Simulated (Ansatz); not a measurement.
`Cc1csc(-c2sc(-c3sc(-c4sc(-c5sccc5C)cc4C)cc3C)cc2C)c1` with charge +1. Total charge 1; doublet. Geometry r2SCAN-D4/def2-SVP, that of the neutral singlet; atoms count from 1.

```xyz
52

C     6.1065   -3.4293   -5.9304
C     4.6159   -3.3841   -5.7761
C     3.7192   -3.9178   -6.6790
S     2.0827   -3.7138   -6.1810
C     2.5641   -2.8893   -4.7125
C     1.6103   -2.3812   -3.7564
S     2.1731   -1.2649   -2.5354
C     0.5907   -1.1363   -1.8054
C     0.3289   -0.3358   -0.6391
S    -1.1791   -0.5785    0.2116
C    -0.8103    0.6595    1.3876
C    -1.7168    1.0242    2.4433
S    -1.4256    2.5117    3.3146
C    -2.8095    2.2721    4.3507
C    -3.1591    3.1903    5.4067
S    -4.3230    2.6792    6.6089
C    -4.2389    4.1875    7.4287
C    -3.3529    5.0431    6.8194
C    -2.7240    4.4935    5.6639
C    -1.7317    5.2514    4.8348
C    -3.4515    1.0893    4.0038
C    -2.8561    0.3768    2.9361
C    -3.4029   -0.9174    2.4150
C     0.4381    1.2075    1.1091
C     1.0926    0.6606   -0.0193
C     2.4480    1.1094   -0.4738
C    -0.3102   -1.9278   -2.5102
C     0.2420   -2.6292   -3.6082
C    -0.5723   -3.5195   -4.4967
C     3.9497   -2.8005   -4.6618
H     6.5717   -4.0127   -5.1185
H     6.3976   -3.8888   -6.8855
H     6.5420   -2.4175   -5.8926
H     3.9405   -4.4355   -7.6132
H    -4.8457    4.3596    8.3174
H    -3.1520    6.0543    7.1814
H    -0.7154    4.8300    4.9207
H    -1.6841    6.3012    5.1583
H    -1.9955    5.2366    3.7646
H    -4.3525    0.7427    4.5160
H    -4.2089   -1.2840    3.0667
H    -2.6263   -1.6975    2.3600
H    -3.8188   -0.8062    1.3994
H     0.8804    1.9941    1.7256
H     2.7753    1.9881    0.1001
H     2.4539    1.3779   -1.5428
H     3.2054    0.3193   -0.3364
H    -1.3673   -1.9909   -2.2401
H    -0.6768   -3.0978   -5.5107
H    -0.1144   -4.5156   -4.6095
H    -1.5831   -3.6528   -4.0856
H     4.4759   -2.3349   -3.8242
```

Single mean-field runs in def2-TZVP are fitted with def2-universal-jkfit.

**Question.** Estimate the Mulliken populations of the heavy atoms from the PBE0/def2-TZVP orbitals of Ansatz.

**Answer.** 
| atom | charge (e) | spin (α − β) |
| --- | --- | --- |
| C1 | -0.41 | 0.00 |
| C2 | 0.04 | -0.03 |
| C3 | -0.16 | 0.12 |
| S4 | 0.06 | 0.00 |
| C5 | 0.00 | -0.02 |
| C6 | 0.16 | 0.17 |
| S7 | 0.00 | -0.03 |
| C8 | 0.07 | 0.03 |
| C9 | 0.10 | 0.13 |
| S10 | 0.00 | -0.03 |
| C11 | 0.12 | 0.09 |
| C12 | 0.05 | 0.06 |
| S13 | 0.00 | -0.02 |
| C14 | 0.19 | 0.12 |
| C15 | -0.04 | -0.01 |
| S16 | 0.07 | 0.00 |
| C17 | -0.16 | 0.09 |
| C18 | -0.17 | -0.02 |
| C19 | -0.01 | 0.06 |
| C20 | -0.41 | 0.00 |
| C21 | -0.19 | 0.00 |
| C22 | 0.02 | 0.06 |
| C23 | -0.42 | -0.01 |
| C24 | -0.20 | 0.05 |
| C25 | 0.04 | 0.03 |
| C26 | -0.42 | 0.00 |
| C27 | -0.22 | 0.09 |
| C28 | 0.05 | -0.02 |
| C29 | -0.42 | 0.00 |
| C30 | -0.22 | 0.09 |
Mulliken values depend strongly on the basis.

**Question.** Where does the spin sit?

**Answer.** Summed by element: C 1.09, S -0.08, H -0.01, of 1 unpaired in all. Largest on single atoms: C6 0.17, C9 0.13, C3 0.12.

**Question.** And the Mayer bond orders between heavy atoms (over 0.3)?

**Answer.** C1–C2 0.95 (1.50 Å); C2–C3 1.60 (1.38 Å); C2–C30 1.31 (1.42 Å); C3–S4 1.27 (1.72 Å); S4–C5 1.27 (1.75 Å); C5–C6 1.02 (1.44 Å); C5–C30 1.41 (1.39 Å); C6–S7 1.27 (1.75 Å); C6–C28 1.30 (1.40 Å); S7–C8 1.23 (1.75 Å); C8–C9 1.07 (1.44 Å); C8–C27 1.33 (1.39 Å); C9–S10 1.27 (1.75 Å); C9–C25 1.27 (1.40 Å); S10–C11 1.24 (1.75 Å); C11–C12 1.07 (1.44 Å); C11–C24 1.31 (1.39 Å); C12–S13 1.26 (1.75 Å); C12–C22 1.29 (1.40 Å); S13–C14 1.24 (1.75 Å); C14–C15 1.00 (1.44 Å); C14–C21 1.35 (1.39 Å); C15–S16 1.28 (1.75 Å); C15–C19 1.36 (1.40 Å); S16–C17 1.27 (1.72 Å); C17–C18 1.62 (1.37 Å); C18–C19 1.34 (1.43 Å); C19–C20 0.95 (1.50 Å); C21–C22 1.39 (1.42 Å); C22–C23 0.95 (1.50 Å); C24–C25 1.41 (1.41 Å); C25–C26 0.95 (1.50 Å); C27–C28 1.39 (1.42 Å); C28–C29 0.96 (1.50 Å).
